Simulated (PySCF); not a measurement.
[IrO4]+: fields on a plane

All numbers come from PBE/[Ir def2-SVP with ECP60, O def2-SVP], scalar-relativistic core potentials, density fitting, no spin–orbit coupling, PySCF.

The singlet minimum has Ir–O 1.714 Å (×4); O–Ir–O 109.5° (×6).

The plane holds Ir1 at (0.00, 0.00), O2 at (1.71, 0.00), O3 at (-0.57, 1.62) Å. Columns run from x = -2.55 to 4.05 Å, rows from y = 4.05 (top) to -1.95 Å, in steps of 0.3 Å. Other isomers or separated fragments may lie lower. Core electrons replaced by a potential are absent, the electrostatic potential uses the reduced nuclear charge, and values within about 0.7 Å of such atoms have no physical meaning.

Q: Give the electron localisation function (set to 0 where the density is under 0.005 e/Å³). Lower edges of the bins: '0' 0.000, '1' 0.088, '2' 0.176, '3' 0.264, '4' 0.352, '5' 0.440, '6' 0.528, '7' 0.616, '8' 0.704, '9' 0.792; top 0.88.

A: 
```
00000000000000000000000
00000000000000000000000
00000000000000000000000
00000011100000000000000
00001233321000000000000
00023677753100000000000
00147999985100000000000
00369987995100000000000
01369918895100000000000
01369942873100232100000
00247888632223665310000
00123443454347998520000
00011247898459999731000
00000169008467339841000
00000169008467339841000
00001148998369999731000
00001234664248998520000
00000122211125665310000
00000011110112333100000
00000000000000110000000
00000000000000000000000
```

Q: Give the electron density (e/Å³) (cut at 5 e/Å³). Lower edges of the bins (e/Å³): '0' 0.000, '1' 0.030, '2' 0.076, '3' 0.151, '4' 0.268, '5' 0.455, '6' 0.750, '7' 1.218, '8' 1.960, '9' 3.136; top 5.00.

A: 
```
00000000000000000000000
00000000000000000000000
00000000000000000000000
00000000000000000000000
00000111100000000000000
00001233321000000000000
00013577632000000000000
00025799853100000000000
00125999963100000000000
00125899864211110000000
00024688764333322100000
00013467887545654210000
00012479999768986310000
00012489449879998420000
00012489449879998420000
00012479999768986310000
00012357886545654210000
00001234544323332100000
00000122322111110000000
00000011111000000000000
00000000000000000000000
```

With an element this heavy the missing spin–orbit coupling can shift these numbers.
